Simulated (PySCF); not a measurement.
## Static response to an electric field

C3H8O3SSi.
Structure used (PBE0-D3(BJ)/def2-SVP), in Å, numbered top down from 1:
```xyz
16
C3H8O3SSi angstrom
O     -0.9180   -1.4507    1.4513
S     -1.4682   -0.7526    0.3074
O     -2.1136   -1.4635   -0.7843
O     -2.5532    0.3152    0.8807
C     -0.2049    0.3303   -0.3439
C      0.9890   -0.5503   -0.8060
Si     1.8967   -0.0544    0.7965
C      0.4356    1.1703    0.7891
H     -3.3133    0.2883    0.2797
H     -0.7128    0.8950   -1.1421
H      1.4587   -0.1107   -1.6986
H      0.7412   -1.5964   -1.0350
H      1.9554   -1.0554    1.8941
H      3.2499    0.5540    0.6086
H      0.7321    2.1583    0.4051
H     -0.1940    1.3210    1.6763
```

Level: PBE0/def2-SVPD (PySCF), static field, nuclei fixed, core orbitals frozen in the response. The polarisability tensor in these axes (au):

```
x   103.49   1.82   5.00
y     1.82  81.57   1.13
z     5.00   1.13  82.76
```

Question: Diagonalise the tensor; give its mean and Δα, where Δα² is half the sum of the squared differences of the eigenvalues.

Answer: Principal values 80.81, 82.21 and 104.81 au; mean 89.27 au = 13.23 Å³ = 14.72 × 10⁻⁴⁰ C²·m²/J; Δα = 23.33 au (26 % of the mean).

Question: What is the dipole moment, and where does it point?

Answer: (0.84, 3.36, -1.58) D, 3.81 D in size, pointing from the negative to the positive side. Measured along this direction, the outermost atoms are O1 at the negative end and H15 at the positive end.

Question: How large is μ²/3kT at 350 K beside α?

Answer: In Gaussian units μ²/3kT = 100.09 Å³ against 13.23 Å³, a ratio of 7.57; the Debye molar polarisation (4π/3)N_A(α + μ²/3kT) is 285.8 cm³/mol, leaving out the vibrational part.

Question: Find the Langevin capture rate constant for O2+ (31.990 u) meeting this molecule (151.996 u), k = 2.342 × 10⁻⁹ cm³/s × √(α in Å³ / reduced mass in u).

Answer: The reduced mass is 26.43 u, so k = 1.66 × 10⁻⁹ cm³/s. The formula leaves out the permanent dipole, which adds to the capture rate.

Question: Molar refractivity from α?

Answer: Lorentz–Lorenz: R = (4π/3)N_A α = 2.5225 cm³/(mol·Å³) × 13.23 Å³ = 33.4 cm³/mol, in the limit of long wavelengths.

Question: Give the eigenvalues of the traceless quadrupole moment Θ = ½Σq(3rr − r²1), origin at the centre of nuclear charge.

Answer: -6.91, -3.06, 9.96 D·Å. The values depend on the origin, since the dipole doesn't vanish. The electronic extent ⟨r²⟩ about the same centre is 1253 bohr², a root-mean-square distance of 2.09 Å for the 80 electrons.

Question: Form Σ f/ω² (atomic units) for the 10 lowest TDDFT singlets, given as eV and f, and set it beside the mean polarisability, which is this sum over all singlets: 7.20, 0.0100; 7.53, 0.0094; 7.62, 0.0417; 7.67, 0.0214; 7.70, 0.0705; 7.77, 0.0013; 7.83, 0.0287; 7.94, 0.0055; 7.97, 0.0023; 8.18, 0.0079.

Answer: They add up to 2.49 au, 2.8 % of the 89.27 au; the largest single term is 0.88 au, from the state at 7.70 eV. Terms in order: 0.14, 0.12, 0.53, 0.27, 0.88, 0.02, 0.35, 0.06, 0.03, 0.09 au. Higher excitations give the rest. The strengths listed sum to 0.199.

Isolated species at its PBE0-D3(BJ)/def2-SVP geometry (one conformer only).

These values come from a run that also computed excited states and ΔSCF ions. Time: 5.9 min of wall time; peak memory 1.2 GiB. Hardware: an Arm Neoverse V2 with one thread, no GPU, shared host with 96 logical CPUs at a one-minute load of 63.
